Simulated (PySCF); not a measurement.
1-chlorobutane (C4H9Cl), SMILES ClCCCC.

Geometry optimised at PBE-D3(BJ)/def2-SVP. Other conformers were not sampled.

Two levels are set side by side: TDDFT-PBE/def2-SVPD (PySCF) and TDDFT-B3LYP/def2-SVPD (PySCF). Vertical, same geometry. The lowest singlet is HOMO→LUMO 97 % with PBE and HOMO→LUMO 92 % with the other functional; states are paired by order. Differences are taken from unrounded values.

```json
[
 {"quantity": "lowest singlet excitation (eV)", "TDDFT-PBE": "6.69"},
 {"quantity": "lowest triplet excitation (TDA) (eV)", "TDDFT-PBE": "6.12"}
]
```

Q: These are the TDDFT-PBE values. What does TDDFT-B3LYP give? (Estimate from the structure and the level; the computed values follow.)

A: 
```json
[
 {"quantity": "lowest singlet excitation (eV)", "TDDFT-B3LYP": "7.02", "TDDFT-PBE minus TDDFT-B3LYP": "-0.33"},
 {"quantity": "lowest triplet excitation (TDA) (eV)", "TDDFT-B3LYP": "6.40", "TDDFT-PBE minus TDDFT-B3LYP": "-0.28"}
]
```

Functionals without exact exchange tend to place singlet excitations lower, as here. Differences between two approximate levels are no errors against the true value.

Rough cost on one machine, each run with all the roots and properties that it gave: TDDFT-B3LYP against TDDFT-PBE about 4 times.
